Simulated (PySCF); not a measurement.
## Electronic absorption of SiEt2(OAc)2

Species: SiEt2(OAc)2, C₈H₁₆O₄Si.
Bonds: Si1–C2, Si1–C9, Si1–O16, Si1–O23, C2–C3, C9–C10, O16–C17, C17–C18, C17–O19, O23–C24, C24–C25, C24–O26. Hydrogens: H4, H5 on C2; H6, H7, H8 on C3; H11, H12 on C9; H13, H14, H15 on C10; H20, H21, H22 on C18; H27, H28, H29 on C25.

Level of theory: TDDFT B3LYP/def2-SVPD, vertical, gas phase, core orbitals frozen in the response (PySCF 2.14.0, density-fitted response routines). The structure is a single PBE0-D3(BJ)/def2-SVP conformer in the gas phase; no vibrational or solvent corrections.

Q: Predict the UV-vis stick spectrum at this level.

A: 

| state | E (eV) | E (hartree) | f | \|μ\| (D) | main configurations (H = HOMO, L = LUMO) |
| --- | --- | --- | --- | --- | --- |
| S1 | 5.69 | 0.2091 | 0.0012 | 0.24 | H→L (48%), H-1→L+1 (40%), H-2→L (9%) |
| S2 | 5.70 | 0.2095 | 0.0004 | 0.14 | H-1→L (50%), H→L+1 (39%) |
| S3 | 6.62 | 0.2431 | 0.0053 | 0.46 | H-1→L+1 (48%), H→L (48%) |
| S4 | 6.66 | 0.2449 | 0.011 | 0.66 | H→L+1 (53%), H-1→L (44%) |
| S5 | 6.95 | 0.2554 | 0.048 | 1.35 | H-2→L (87%), H-1→L+1 (9%) |
| S6 | 7.01 | 0.2576 | 0.0035 | 0.36 | H→L+2 (58%), H-2→L+1 (34%) |
| S7 | 7.05 | 0.2590 | 0.011 | 0.65 | H-2→L+1 (56%), H→L+2 (34%) |
| S8 | 7.19 | 0.2643 | 0.026 | 0.98 | H-1→L+2 (88%) |
| S9 | 7.33 | 0.2694 | 0.0058 | 0.46 | H-2→L+2 (69%), H→L+4 (24%) |
| S10 | 7.50 | 0.2756 | 0.0035 | 0.35 | H→L+3 (87%) |

Triplets, Tamm–Dancoff:

```csv
state,E (eV),λ (nm),"main configurations (H = HOMO, L = LUMO)"
T1,5.21,238.2,"H-1→L+1 (40%), H→L (39%), H-2→L (9%)"
T2,5.21,238.1,"H-1→L (46%), H→L+1 (34%), H-2→L+1 (9%)"
T3,6.10,203.2,"H-4→L (24%), H-3→L+1 (22%), H→L (15%)"
T4,6.11,202.9,"H-3→L (27%), H-4→L+1 (24%), H→L+1 (15%)"
```

The lowest singlet comes at 218 nm (549 kJ/mol) in the ultraviolet; it is very weak; its leading configuration is HOMO→LUMO (48%). The most intense listed level is S5 at 6.95 eV (178 nm, f = 0.048), 1.26 eV above S1. S1/S2 lie within about 0.01 eV of each other. Löwdin shares by element: HOMO oxygen 65% (atoms not listed hold the other 35%); LUMO carbon 36% or more, oxygen 27% or more (atoms not listed hold the other 37%). Orbital energies (eV): HOMO-3 -8.91, HOMO-2 -8.03, HOMO-1 -7.75, HOMO -7.62, LUMO -0.28, LUMO+1 -0.15, LUMO+2 0.12. Of the 10 states listed, 4 reach f = 0.01 and 1 stays under 0.0005. The oscillator strengths of these states sum to 0.116; summed over the whole spectrum of an exact calculation they would give the number of electrons, 110 (Thomas–Reiche–Kuhn). Only the lowest 10 singlets were computed, as vertical energies without vibronic structure.
